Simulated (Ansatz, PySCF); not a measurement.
Gas-phase reaction in SMILES: O[Si](O)(O)[SiH3] → [OH] (HO) + O[Si](O)[SiH3] (the O-Si bond at the site shown breaks; other sites are not compared here)
Geometries: B3LYP-D3(BJ)/def2-TZVP minima from Ansatz (a program for electronic structure), one conformer each, not searched for the lowest.
Geometry of the first species:
```
Si
O 1 1.6402
H 2 0.9625 1 118.19
O 1 1.6439 2 108.61 3 43.17
H 4 0.9611 1 117.08 2 -145.82
O 1 1.6525 2 113.50 3 -72.30
H 6 0.9606 1 118.39 2 -61.60
Si 1 2.3384 2 105.40 3 165.16
H 8 1.4817 1 111.44 2 -55.13
H 8 1.4843 9 108.77 1 120.92
H 8 1.4852 9 108.75 10 117.33
```
Charge 0, spin multiplicity 1.

Quantity: bond dissociation energy (enthalpy at 298 K, with B3LYP-D3(BJ) rigid-rotor harmonic-oscillator terms from PySCF), in kcal/mol. Correlated levels leave the core frozen unless marked. Open shells are spin-unrestricted. Spin-orbit coupling is left out. No relativistic terms. CBS(X,Y): correlation extrapolated as X^-3; Hartree-Fock from the larger set.

CCSD(T)/CBS(aug-cc-pV(T+d)Z,aug-cc-pV(Q+d)Z) (Ansatz) gives 134.9 kcal/mol.

**Question.** Another calculation gave 125.8 kcal/mol. Which level was it?
A) revPBE/def2-TZVPD (Ansatz)
B) BLYP/def2-TZVPD (Ansatz)
C) PBE/def2-TZVPD (Ansatz)
D) B97M-V/def2-TZVPD (Ansatz)

**Answer.** C, PBE/def2-TZVPD (Ansatz). The others give 129.3 (B97M-V), 118.9 (revPBE), 121.7 (BLYP) kcal/mol.
